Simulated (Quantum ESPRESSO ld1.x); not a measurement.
Values are calculated unless marked as measured or tabulated.
Species: the holmium ion Ho+. Configuration: [Kr] 4d10 4f11 5s2 5p5.5 6s1 6p0.5 (fractional occupations, a model configuration). Code: ld1.x of Quantum ESPRESSO 7.5. Model: Dirac Kohn-Sham, BLYP, spin-unpolarised, spherical densities, point nucleus; open shells fill j = l - 1/2 first.

Unscreened Slater integrals over Kohn-Sham orbitals (cm^-1). Large and small components are both included. Empty in this configuration: 6p3/2.

integral,value
"F0(6p1/2,6p1/2)",45417
"F0(6p1/2,6s1/2)",49757
"G1(6p1/2,6s1/2)",31785
"F0(6p1/2,4f7/2)",59767
"G4(6p1/2,4f7/2)",1768.8
"F0(6p1/2,4f5/2)",59828
"G2(6p1/2,4f5/2)",1933.0
"F0(6p1/2,6p3/2)",44055
"G2(6p1/2,6p3/2)",23706
"F0(6s1/2,6s1/2)",56250
"F0(6s1/2,4f7/2)",73153
"G3(6s1/2,4f7/2)",2952.2
"F0(6s1/2,4f5/2)",73250
"G3(6s1/2,4f5/2)",2840.7
"F0(6s1/2,6p3/2)",47836
"G1(6s1/2,6p3/2)",28150
"F0(4f7/2,4f7/2)",245300
"F2(4f7/2,4f7/2)",112920
"F4(4f7/2,4f7/2)",70171
"F6(4f7/2,4f7/2)",50298
"F0(4f7/2,4f5/2)",247670
"F2(4f7/2,4f5/2)",114170
"F4(4f7/2,4f5/2)",70980
"G2(4f7/2,4f5/2)",113890
"G4(4f7/2,4f5/2)",70811
"G6(4f7/2,4f5/2)",50768
"F0(4f7/2,6p3/2)",56579
"F2(4f7/2,6p3/2)",6490.5
"G2(4f7/2,6p3/2)",1786.2
"G4(4f7/2,6p3/2)",1584.7
"F0(4f5/2,4f5/2)",250080
"F2(4f5/2,4f5/2)",115470
"F4(4f5/2,4f5/2)",71821
"F0(4f5/2,6p3/2)",56634
"F2(4f5/2,6p3/2)",6345.6
"G2(4f5/2,6p3/2)",1731.4
"G4(4f5/2,6p3/2)",1538.0
"F0(6p3/2,6p3/2)",42848
"F2(6p3/2,6p3/2)",23313
